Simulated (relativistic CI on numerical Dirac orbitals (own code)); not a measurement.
Electric-dipole transitions in Pb XLIV

Calculated at this level of theory: Dirac-Coulomb-Breit CI, separate exchange-only KLI orbitals for each configuration, QED by a radiative potential, unscaled Slater integrals (own radial code, finite nucleus).

Configuration list (outside the closed core [Ar] 3d10): 4s2.4p6.4d3, 4s2.4p6.4d2.4f, 4s2.4p5.4d4, 4s.4p6.4d4, 4s.4p6.4d3.4f, 4s2.4p6.4d2.5s, 4s2.4p6.4d.4f.5s, 4s2.4p6.4d2.5p, 4s2.4p6.4d2.5d, 4s2.4p5.4d3.5s, 4s2.4p6.4d.4f2, 4s2.4p6.4f3, 4s.4p6.4d.4f3, 4s2.4p6.4f2.5s, 4s2.4p6.4f2.5p, 4s2.4p6.4d.5s2, 4s2.4p6.4f.5s2, 4s.4p6.4d.4f.5s2, 4s2.4p6.5s2.5p. Double excitations out of closed p, d and f shells are left out; levels of such configurations are missing from the list, as are those of other unlisted configurations, and high levels can miss mixing partners. These lack a partner that the ground configuration has and come out too high: 4s2.4p6.4d2.5d, 4s2.4p5.4d3.5s.

```csv
λ vac (nm),Lower,Upper,A (s⁻¹),gf,Branching (%)
4.2019,4s2.4p6.4d3 4F_5/2 [2],4s2.4p6.4d2.4f 4D°_7/2 [179],3.08e+11,6.52e-01,18.7
4.2064,4s2.4p6.4d3 4P_3/2 [3],4s2.4p6.4d2.4f 2F°_5/2 [183],5.41e+11,8.62e-01,18.1
4.2380,4s2.4p6.4d3 4F_5/2 [2],4s2.4p5.4d4 2F°_7/2 [173],3.03e+11,6.53e-01,39.6
4.2404,4s2.4p6.4d3 2G_7/2 [4],4s2.4p6.4d2.4f 2F°_5/2 [183],4.80e+11,7.77e-01,16.1
4.2471,4s2.4p6.4d3 4F_3/2 [1],4s2.4p6.4d2.4f 2D°_5/2 [121],4.86e+11,7.88e-01,88.4
4.2536,4s2.4p6.4d3 4F_5/2 [2],4s2.4p6.4d2.4f 2D°_5/2 [171],1.08e+12,1.76e+00,44.1
4.2568,4s2.4p6.4d3 4F_3/2 [1],4s2.4p6.4d2.4f 4G°_5/2 [119],3.47e+12,5.66e+00,99.3
4.2630,4s2.4p6.4d3 4F_5/2 [2],4s2.4p6.4d2.4f 4G°_7/2 [170],1.34e+12,2.91e+00,42.8
4.2647,4s2.4p6.4d3 2G_7/2 [4],4s2.4p6.4d2.4f 2G°_9/2 [181],1.25e+12,3.42e+00,48.9
4.2694,4s2.4p6.4d3 2H_9/2 [6],4s2.4p6.4d2.4f 2G°_9/2 [181],3.58e+11,9.79e-01,14.0
4.2844,4s2.4p6.4d3 4P_3/2 [3],4s2.4p6.4d2.4f 2D°_3/2 [172],1.73e+12,1.91e+00,56.2
4.2878,4s2.4p6.4d3 4F_5/2 [2],4s2.4p6.4d2.4f 4F°_5/2 [167],1.41e+12,2.34e+00,53.4
4.2929,4s2.4p6.4d3 4P_3/2 [3],4s2.4p6.4d2.4f 2D°_5/2 [171],7.36e+11,1.22e+00,30.1
4.2936,4s2.4p6.4d3 2G_7/2 [4],4s2.4p5.4d4 2G°_9/2 [176],1.66e+12,4.59e+00,54.4
4.2983,4s2.4p6.4d3 2H_9/2 [6],4s2.4p5.4d4 2G°_9/2 [176],4.95e+11,1.37e+00,16.2
4.2988,4s2.4p6.4d3 4P_1/2 [5],4s2.4p6.4d2.4f 4D°_1/2 [174],1.92e+12,1.06e+00,79.4
4.2994,4s2.4p6.4d3 2H_9/2 [6],4s2.4p6.4d2.4f 2I°_11/2 [175],3.59e+12,1.19e+01,99.0
4.3044,4s2.4p6.4d3 4F_3/2 [1],4s2.4p6.4d2.4f 4F°_3/2 [114],3.18e+12,3.53e+00,96.8
4.3278,4s2.4p6.4d3 4P_3/2 [3],4s2.4p6.4d2.4f 4F°_5/2 [167],5.81e+11,9.79e-01,22.0
4.3381,4s2.4p6.4d3 2G_7/2 [4],4s2.4p6.4d2.4f 4G°_7/2 [170],1.16e+12,2.62e+00,37.2
4.3570,4s2.4p6.4d3 2D_5/2 [7],4s2.4p6.4d2.4f 2F°_7/2 [188],1.41e+12,3.21e+00,59.0
4.3826,4s2.4p6.4d3 2D_5/2 [7],4s2.4p6.4d2.4f 2P°_3/2 [185],1.62e+12,1.86e+00,74.2
4.3907,4s2.4p6.4d3 4F_7/2 [8],4s2.4p6.4d2.4f 2F°_7/2 [198],1.20e+12,2.77e+00,44.1
4.4001,4s2.4p6.4d3 2D_5/2 [7],4s2.4p6.4d2.4f 2F°_5/2 [183],1.82e+12,3.17e+00,60.8
4.4119,4s2.4p6.4d3 4F_7/2 [8],4s2.4p6.4d2.4f 4G°_9/2 [196],1.40e+12,4.07e+00,48.9
4.4371,4s2.4p6.4d3 2D_5/2 [7],4s2.4p6.4d2.4f 4D°_7/2 [179],4.77e+11,1.13e+00,29.0
4.4404,4s2.4p6.4d3 4F_9/2 [9],4s2.4p6.4d2.4f 4G°_11/2 [197],1.56e+12,5.52e+00,60.8
4.4508,4s2.4p6.4d3 4F_9/2 [9],4s2.4p6.4d2.4f 4G°_9/2 [196],1.28e+12,3.81e+00,44.9
4.4703,4s2.4p6.4d3 4P_5/2 [12],4s2.4p6.4d2.4f 2D°_5/2 [199],1.27e+12,2.28e+00,50.8
4.4881,4s2.4p6.4d3 4P_5/2 [12],4s2.4p6.4d2.4f 2F°_7/2 [198],5.74e+11,1.39e+00,21.1
4.5181,4s2.4p6.4d3 2H_11/2 [13],4s2.4p6.4d2.4f 4G°_11/2 [197],8.81e+11,3.23e+00,34.4
4.5344,4s2.4p6.4d3 4F_5/2 [2],4s2.4p6.4d2.4f 2G°_7/2 [139],4.06e+11,1.00e+00,45.7
4.5430,4s2.4p6.4d3 4F_5/2 [2],4s2.4p6.4d2.4f 4D°_3/2 [137],6.50e+11,8.04e-01,48.1
4.5964,4s2.4p6.4d3 2H_9/2 [6],4s2.4p6.4d2.4f 4F°_9/2 [144],4.31e+11,1.36e+00,75.8
4.6213,4s2.4p6.4d3 2H_9/2 [6],4s2.4p6.4d2.4f 4F°_9/2 [140],5.85e+11,1.87e+00,71.6
4.7503,4s2.4p6.4d3 4F_9/2 [9],4s2.4p6.4d2.4f 2G°_9/2 [181],4.09e+11,1.38e+00,16.0
4.8392,4s2.4p6.4d3 2F_7/2 [15],4s2.4p6.4d2.4f 2D°_5/2 [187],8.13e+11,1.71e+00,51.4
4.8482,4s2.4p6.4d3 4F_7/2 [8],4s2.4p6.4d2.4f 2G°_7/2 [165],5.45e+11,1.54e+00,39.6
4.8765,4s2.4p6.4d3 2H_11/2 [13],4s2.4p5.4d4 2G°_9/2 [176],7.71e+11,2.75e+00,25.2
4.9192,4s2.4p6.4d3 4F_7/2 [8],4s2.4p5.4d4 2F°_5/2 [159],5.00e+11,1.09e+00,48.7
4.9248,4s2.4p6.4d3 4F_9/2 [9],4s2.4p6.4d2.4f 2H°_11/2 [163],3.37e+11,1.47e+00,30.4
4.9597,4s2.4p6.4d3 4F_9/2 [9],4s2.4p6.4d2.4f 4G°_7/2 [160],4.32e+11,1.28e+00,44.7
4.9992,4s2.4p6.4d3 4F_9/2 [9],4s2.4p6.4d2.4f 2G°_7/2 [158],4.11e+11,1.23e+00,65.5
5.0205,4s2.4p6.4d3 2H_11/2 [13],4s2.4p6.4d2.4f 2H°_11/2 [163],6.92e+11,3.14e+00,62.4
5.0497,4s2.4p6.4d3 2H_9/2 [6],4s2.4p5.4d4 2F°_7/2 [92],6.52e+11,1.99e+00,68.4
```

Terms are leading LS components. Brackets give the number of a level in order of energy, since labels repeat. The list gives strong lines, with weight on those to low levels, without lines whose two gauges differ by over a factor of 2.5, among the lowest 200 of 2172 levels, so that lines to higher ones, which can be the strongest, are missing. Levels whose partners in the same complex of configurations lie outside the list can be far off, and so can their lines. Rates are taken at the computed energies, electric ones in the length gauge.

At this charge energies of transitions that change n are usually good to better than 1 %, and those within a shell (Δn = 0) to a few per cent.

LS names give the leading component of a level, which can be under half, so a name can repeat, a term be missing and a line seem to break the LS rules.
